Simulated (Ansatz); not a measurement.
The O3–H4 bond of H2OSn (SMILES [OH][SnH]) is stretched (multiplicity 1, the rest rigid).
Geometry at rest (charge 0, multiplicity 1):
```csv
atom,x (Å),y (Å),z (Å)
Sn,-0.1839,-0.1503,0.1953
H,-1.4552,0.0147,-1.0721
O,1.2153,0.7994,-0.8693
H,0.9260,1.1031,-1.7363
```

Correlated levels freeze the cores. Filled d and f shells under p-block atoms count as core.

Run with Ansatz (a first-principles code). Values without a source in brackets are computed. In def2 rows elements past Kr take small-core potentials, without spin–orbit coupling.

FIC-MRCISD+Q on CASSCF(4,3)/def2-TZVPP, total energies (hartree):

```tsv
R (Å)	CASSCF	MRCISD	weight c² of the reference
0.963	-289.437426	-289.742729	0.90816
1.685	-289.320261	-289.612892	0.90400
3.082	-289.277461	-289.559297	0.90374
```

Question: Add the Davidson correction (E_MRCISD − E_CASSCF)(1 − c²)/c² and give the energies above the first point at the three levels.

Answer: 
Corrections (hartree): -0.030874, -0.031077, -0.030019. Above the first point (kcal/mol):
- R = 1.685 Å: CASSCF 73.5, MRCISD 81.5, with the correction 81.3
- R = 3.082 Å: CASSCF 100.4, MRCISD 115.1, with the correction 115.6

Doubts at one or more of the structures used: active orbitals that take no part (FIC-MRCISD+Q on CASSCF(4,3)/def2-TZVPP).
